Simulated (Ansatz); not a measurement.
Harmonic frequencies (cm⁻¹) at PBE0-D4/def2-TZVP from Ansatz: 171, 368, 452, 593, 708, 726, 770, 811, 837, 894, 947, 957, 1026, 1091, 1133, 1162, 1294, 1389, 1424, 1440, 1758, 2675, 3087, 3135, 3170, 3264, 3637.

Q: Which molecule is it?
A. `NBC1C=C1`
B. `BC1(C)C=N1`
C. `CB1N=C1C`
D. `C=C1CBN1`

A: D.
